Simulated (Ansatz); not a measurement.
```yaml
crystal:
  periodic: [false, false, false]
  atoms:
    - {symbol: O, position_ang: [-1.682761, -0.873602, 0.199390]}
    - {symbol: Si, position_ang: [-0.281369, -0.012546, 0.133264]}
    - {symbol: O, position_ang: [0.645316, -0.278773, 1.428286]}
    - {symbol: O, position_ang: [0.642889, -0.295597, -1.170583]}
    - {symbol: Cl, position_ang: [-1.110547, 1.850537, 0.103567]}
    - {symbol: H, position_ang: [1.595533, -0.276924, 1.299090]}
    - {symbol: H, position_ang: [0.252140, -0.181195, -2.038712]}
basis:
  gaussian: {orbitals: def2-mTZVPP, final_grid: {core_spheres: 1, valence_spheres: 1, degree: 3}}
magnetization: {spin_polarized: true, initial_magnetization: 1}
hamiltonian: {xc: {name: r2SCAN}}
output: {forces: true}
```

```sh
$ ansatz run in.yaml --threads 2 --pin off --events-out ev --progress --plain --max-ram 22528MiB --backend cpu
```

Shortened log:

```
Functional definition: r2SCAN
1075 factors; their error is unknown
mean field evaluation 1: about -26554.3190 eV, gradient 7.3e1 eV
mean field evaluation 2: about -26324.4175 eV, gradient 1.9e2 eV
mean field evaluation 4: about -26565.4244 eV, gradient 5.1e1 eV
mean field evaluation 8: about -26575.7922 eV, gradient 9.9e-1 eV
mean field evaluation 16: about -26630.6729 eV, gradient 1.5e1 eV
mean field evaluation 32: about -26685.9667 eV, gradient 1.3e1 eV
mean field evaluation 64: about -26687.0393 eV, gradient 1.3e1 eV
mean field evaluation 96: about -26687.4339 eV, gradient 3.9e0 eV
a density is far from that of the atoms, so the factors are made again for it
1476 factors; integrals over basis functions are off by at most 1.3e-3 eV
mean field evaluation 192: about -26620.9243 eV, gradient 2.8e1 eV
mean field evaluation 288: about -26676.9085 eV, gradient 2.9e1 eV
mean field -26688.33807864 eV, -980.7783343846 hartree, gradient 3.3e-5 eV, S^2 6.222242; 3 other end points of the search recorded, 0 dependent functions left out
reference -26688.33810804 eV, -980.7783354653 hartree; 29, 28 occupied and 107, 108 virtual orbitals, 1476 factors
Total energy: -26688.33810804 eV, -980.7783354653 hartree
Atom 0 at    -1.682761    -0.873602     0.199390 Å, force    97.022038    59.867125   -46.189632 eV/Å
Atom 1 at    -0.281369    -0.012546     0.133264 Å, force   -72.489343    38.088933    72.163123 eV/Å
Atom 2 at     0.645316    -0.278773     1.428286 Å, force     3.100112    -6.831983   -18.987763 eV/Å
Atom 3 at     0.642889    -0.295597    -1.170583 Å, force   -47.684440   -43.027657   -50.725294 eV/Å
Atom 4 at    -1.110547     1.850537     0.103567 Å, force     7.065793   -61.899100     0.561835 eV/Å
Atom 5 at     1.595533    -0.276924     1.299090 Å, force    -3.422836     8.739061     7.401711 eV/Å
Atom 6 at     0.252140    -0.181195    -2.038712 Å, force    16.408677     5.063621    35.776021 eV/Å
Dipole moment:     0.803634     0.577592    -0.215242 e Å
```

(1) What is wrong with this run?

Answers

(1) The integration grid is far too coarse. Self-consistency was reached. The result belongs to that input, not to the molecule as meant.
